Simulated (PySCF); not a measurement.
# Solvent effects on NMR parameters

Bonds (- single, = double, # triple, : aromatic): C1=C2, C2-C3, C3=C4, C4-C5, C3-C6, C6-F7. C1 carries H8, H9; C2 carries H10; C4 carries H11; C5 carries H12, H13, H14; C6 carries H15, H16. Stereochemistry as in C=C/C(=C/C)CF. H8 is cis to C3; H9 is trans to C3.

GIAO PBE0/pcSseg-1 in PySCF on one PBE0-D3(BJ)/def2-SVP conformer, non-relativistic, equivalent nuclei averaged. Solvents enter as an IEF-PCM continuum (chloroform with ε = 4.7, methanol with ε = 32.6) around the gas-phase geometry. Shifts are referred to TMS, CFCl3 computed in the same medium.

Gas phase, δ in ppm: C2 146.8, C3 142.1, C4 140.3, C1 122.4, C6 76.8, C5 16.5, F7 -243.6, H10 6.29, H8 5.76, H11 5.73, H9 5.42, H15/H16 5.13, H12/H13/H14 1.95. Dipole moment 2.27 D.

(1) How does each δ change in the continuum?

(2) Which nuclei move most (in ppm), and what does the model miss?

Results:

(1) 
```
      atoms                                 environment  Δδ, chloroform  Δδ, methanol
         C2                                   alkene CH            +1.7          +2.4
         C3             fully substituted alkene carbon            -0.7          -1.0
         C4                                   alkene CH            +4.8          +6.8
         C1                        terminal =CH2 carbon            -0.9          -1.2
         C6                 allylic sp3 CH2 bonded to F            +1.3          +1.8
         C5                       allylic methyl carbon            +0.7          +0.9
         F7                   fluorine on an sp3 carbon            -3.5          -4.8
        H10                    hydrogen on an alkene CH           +0.16         +0.23
         H8          hydrogen on a terminal =CH2 carbon           -0.06         -0.08
        H11                    hydrogen on an alkene CH           +0.27         +0.39
         H9          hydrogen on a terminal =CH2 carbon           +0.04         +0.06
    H15/H16  hydrogen on an allylic sp3 CH2 bonded to F           +0.16         +0.23
H12/H13/H14        hydrogen on an allylic methyl carbon           +0.08         +0.12
```

Changes are relative to the gas phase. The dipole moment becomes 2.81 D in chloroform, 3.03 D in methanol.

(2) C4 (alkene CH, +6.8 ppm) in methanol. A continuum only polarises the solute; specific hydrogen bonds, the anisotropy of aromatic solvents and changes of geometry or conformer are outside it.
